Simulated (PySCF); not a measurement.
# Ge24H30: Orbital levels and atomic charges

System: Ge24H30 (nanocrystal Ge).

Cartesian coordinates (Å):
```
  1 Ge   -4.058   -1.529    1.231
  2 Ge   -4.058   -1.528   -1.232
  3 Ge   -4.145    0.791   -2.024
  4 Ge   -6.107    1.961    1.203
  5 Ge   -6.106    1.962   -1.204
  6 Ge   -4.146    0.791    2.023
  7 Ge    2.068   -2.662   -2.048
  8 Ge   -2.068   -2.662   -2.049
  9 Ge    4.057   -1.529    1.230
 10 Ge    4.058   -1.528   -1.232
 11 Ge    0.000   -1.618    1.261
 12 Ge    0.000   -1.617   -1.260
 13 Ge    2.068   -2.664    2.048
 14 Ge   -2.068   -2.663    2.047
 15 Ge    4.146    0.792   -2.023
 16 Ge    0.000    0.762   -1.980
 17 Ge    6.107    1.961    1.204
 18 Ge    6.107    1.962   -1.203
 19 Ge    2.076    1.858    1.236
 20 Ge    2.076    1.859   -1.234
 21 Ge    4.146    0.790    2.024
 22 Ge   -2.076    1.858    1.235
 23 Ge   -2.075    1.858   -1.234
 24 Ge    0.000    0.761    1.981
 25 H    -5.297   -2.289    1.733
 26 H    -5.297   -2.288   -1.734
 27 H    -4.150    0.786   -3.561
 28 H    -6.161    3.374    1.755
 29 H    -7.380    1.346    1.757
 30 H    -6.160    3.376   -1.756
 31 H    -7.379    1.347   -1.757
 32 H    -4.151    0.785    3.560
 33 H     2.077   -2.772   -3.565
 34 H     2.098   -4.132   -1.641
 35 H    -2.078   -2.769   -3.566
 36 H    -2.099   -4.132   -1.643
 37 H     5.297   -2.289    1.732
 38 H     5.297   -2.288   -1.735
 39 H     2.078   -2.770    3.565
 40 H     2.099   -4.133    1.640
 41 H    -2.078   -2.770    3.565
 42 H    -2.099   -4.132    1.641
 43 H     4.150    0.787   -3.559
 44 H     0.001    0.751   -3.523
 45 H     6.158    3.375    1.756
 46 H     7.380    1.347    1.759
 47 H     6.161    3.376   -1.754
 48 H     7.379    1.345   -1.755
 49 H     2.056    3.317    1.724
 50 H     2.055    3.318   -1.721
 51 H     4.150    0.783    3.561
 52 H    -2.055    3.318    1.723
 53 H    -2.055    3.318   -1.721
 54 H    -0.001    0.749    3.524
```

Method: PBE/def2-SVP, gas phase, PySCF, fitting set def2-universal-JFIT, grid level 1.

Spin-orbit coupling is left out, which matters for the heavier atoms here.

**Question.** Give the orbital energies near the gap.

**Answer.** 
```csv
orbital,eV
HOMO-4,-6.25
HOMO-3,-6.14
HOMO-2,-6.09
HOMO-1,-5.93
HOMO,-5.70
LUMO,-2.61
LUMO+1,-2.17
LUMO+2,-1.87
LUMO+3,-1.86
```

**Question.** Give the partial charges of the non-hydrogen atoms.

**Answer.** 
```csv
atom,Mulliken,IAO,Hirshfeld
Ge1,-0.01,0.03,0.07
Ge2,-0.01,0.03,0.07
Ge3,0.05,0.03,0.07
Ge4,0.08,0.11,0.13
Ge5,0.08,0.11,0.13
Ge6,0.05,0.03,0.07
Ge7,0.14,0.11,0.11
Ge8,0.14,0.11,0.11
Ge9,-0.01,0.03,0.07
Ge10,-0.01,0.03,0.07
Ge11,-0.15,-0.04,0.01
Ge12,-0.15,-0.04,0.01
Ge13,0.14,0.11,0.11
Ge14,0.14,0.11,0.11
Ge15,0.05,0.03,0.07
Ge16,0.04,0.04,0.06
Ge17,0.08,0.11,0.13
Ge18,0.08,0.11,0.13
Ge19,-0.01,0.03,0.06
Ge20,-0.01,0.03,0.06
Ge21,0.05,0.03,0.07
Ge22,-0.01,0.03,0.06
Ge23,-0.01,0.03,0.06
Ge24,0.04,0.04,0.06
```
